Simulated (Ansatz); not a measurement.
`FC(F)C(F)(F)F` + CH₃OH → `OCC(F)(F)C(F)F` + H–F at 400 K and 1 bar (formal exchange of groups at a C–F bond).

Computed with Ansatz on PBE0-D4/def2-TZVP structures; ΔE is electronic, products minus reactants. CCSD(T)/CBS is the MP2 limit (def2-TZVPP, def2-QZVPP) plus CCSD(T) − MP2 in def2-TZVPP, frozen cores. This one scheme is used for every species. Each species was taken in one conformer, which may not be the lowest.

| species | CCSD(T)/CBS energy (Eh) | H − E (kJ/mol) | S (J/(mol·K)) |
| --- | --- | --- | --- |
| `FC(F)C(F)(F)F` | -575.65828 | 128.6 | 363.1 |
| CH₃OH | -115.61712 | 151.2 | 252.6 |
| `OCC(F)(F)C(F)F` | -590.89278 | 244.3 | 407.4 |
| H–F | -100.39570 | 36.5 | 182.2 |

H − E and S are ideal-gas, rigid-rotor, harmonic terms from PBE0-D4/def2-TZVP, for one conformer and one mirror image of each species. 1 Eh = 2625.50 kJ/mol, R = 8.31446 J/(mol·K).

**Question.** By hand: ΔE, ΔH, ΔS and ΔG.

**Answer.** ΔE = (-590.89278) + (-100.39570) − (-575.65828) − (-115.61712) = -0.01308 Eh = -34.3 kJ/mol. Δ(H − E) = 244.3 + 36.5 − 128.6 − 151.2 = 1.0, so ΔH = -33.3 kJ/mol. ΔS = 407.4 + 182.2 − 363.1 − 252.6 = -26.1 J/(mol·K). ΔG = -33.3 − 400 × (-26.1)/1000 = -22.9 kJ/mol.

**Question.** By hand: the equilibrium constant, and the temperature at which ΔG would vanish if ΔH and ΔS stayed fixed.

**Answer.** log₁₀ K = −ΔG/(RT ln 10) = 3.0. ΔG = 0 at ΔH/ΔS = 1276 K.

ΔH outweighs TΔS. A doubt of 5 kJ/mol in ΔE shifts log₁₀ K by 0.7 here. Other conformers and mirror images would add mixing entropy, several J/(mol·K) or more a flexible species. These are equilibria of isolated gas molecules and say nothing of rates. Largest T1 diagnostic: 0.012 (customary marks: 0.02 for closed shells, 0.045 for open ones).
